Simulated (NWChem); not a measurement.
C₄H₈; SMILES C/C=C\C

Results from NWChem. Pople sets run with spherical d functions. Each level has its own optimisation; frequencies are unscaled. Brackets give each atom's bonded neighbours.

| level | r C–C [C(CCH)–C(CHHH)] (Å) | r C–C [C(CCH)–C(CCH)] (Å) | r C–H [C(CCH)–H(C)] (Å) | highest harmonic frequency (cm⁻¹) | lowest (cm⁻¹) | zero-point energy (kcal/mol) | dipole (D) |
|---|---|---|---|---|---|---|---|
| Hartree-Fock/STO-3G | 1.520 | 1.313 | 1.085 | 3770 | 100 | 80.8 | 0.13 |
| Hartree-Fock/3-21G | 1.510 | 1.319 | 1.076 | 3327 | 112 | 72.9 | 0.16 |
| Hartree-Fock/6-31G* | 1.504 | 1.322 | 1.079 | 3336 | 133 | 72.7 | 0.14 |
| B3LYP/6-31G* | 1.504 | 1.339 | 1.091 | 3160 | 134 | 68.2 | 0.18 |
| LDA (Slater exchange, VWN5)/def2-SVP | 1.483 | 1.343 | 1.107 | 3082 | 137 | 65.4 | 0.27 |
| PBE/def2-SVP | 1.501 | 1.351 | 1.105 | 3086 | 134 | 65.6 | 0.26 |
| BLYP/def2-SVP | 1.510 | 1.352 | 1.105 | 3061 | 134 | 65.4 | 0.24 |
| PBE0/def2-SVP | 1.494 | 1.339 | 1.097 | 3181 | 134 | 67.8 | 0.24 |
